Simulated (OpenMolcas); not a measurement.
## In II: effect of the level shift or regulariser

```yaml
Program: OpenMolcas 26.06
Basis: ANO-RCC-VQZP [8s7p5d3f2g]
Scalar_Hamiltonian: DKH2, point nucleus
Active_space: 2 electrons in 4 orbitals (5s 5p)
State_averaging: 2S+1 = 3 even, 3 roots; 2S+1 = 1 even, 7 roots; 2S+1 = 3 odd, 3 roots; 2S+1 = 1 odd, 3 roots
Spin-orbit_coupling: RASSI with atomic mean-field integrals over the reference wave functions, term energies averaged over their components
```

Methods on the same reference wave functions:
A. CASSCF
B. MS-CASPT2, IPEA 0.25 Eh, imaginary shift 0.1 Eh (closed shells correlated: 4d)
C. MS-CASPT2, IPEA 0.25 Eh, imaginary shift 0.3 Eh (closed shells correlated: 4d)

Energies in cm-1 above 5s2 1S0, the measured ground level; measured values from NIST Handbook of Basic Atomic Spectroscopic Data.

```
         Level       A       B       C  Measured
       5s2 1S0     0.0     0.0     0.0       0.0
   5s 5p 3P* 0   36728   42000   41960     42276
   5s 5p 3P* 1   37688   42940   42900     43351
   5s 5p 3P* 2   39730   45000   44960     45830
   5s 5p 1P* 1   65597   62950   62960     63038
       5p2 3P0   95798  101630  101590    101608
       5p2 3P1   96992  102950  102910    103249
5p2 3P2 [65 %]   98649  103880  104070    105565
5p2 1D2 [65 %]  106189  106680  107200     97628
       5p2 1S0  123307  120510  120610    121289
```

Deviations, from unrounded energies. A percentage is the sum of absolute deviations over the sum of measured energies, with the sign that they share, or ± where signs differ.

```csv
Against measurement,Levels,A,B,C
mean absolute deviation (cm-1),9,5500,1500,1500
other configurations (%),9,±6.8,±1.9,±1.9
```

B, C lie about equally close to measurement and A furthest from it. The largest miss of B in the table is 5p2 1D2 [65 %], by +9100 cm-1. The ranking rests on the paired levels alone, and a cruder setting can come out closer through cancelling errors.

Between B and C the level of the table that moves most is 5p2 1D2 [65 %], by 520 cm-1 (lowest in B, highest in C). Moves below CASPT2's spread within the term are not significant.

The lowest spin-free term lies below A's lowest term by 0.447 hartree in B, 0.446 hartree in C.

CASPT2 does not keep the components of a term degenerate, so their means are used; among the terms shown or strongly mixed into the levels shown the widest spread is 14 cm-1 (5p2 1D, B). The ¹D term of p² mixes with s d, which this space lacks. Without dynamic correlation excited terms often stand tens of per cent too high (terms of higher spin than the ground term too low), and those without a measured partner can miss by more than the paired ones (holds for A). Some levels mix across a computed gap that differs much from the measured one, so their mixing is not that of the real levels (holds for B; C). Measured partners are found by configuration, term and J. A level has none where our copy of the source lacks it or the pairing is in doubt (some pairs that miss far off the trend of their configuration count as doubtful), and it then counts in no deviation. Levels of configurations outside the active space are missing.

A share in square brackets marks a mixed level and gives the weight of the term that names it, the lowest over the columns. * marks odd parity.
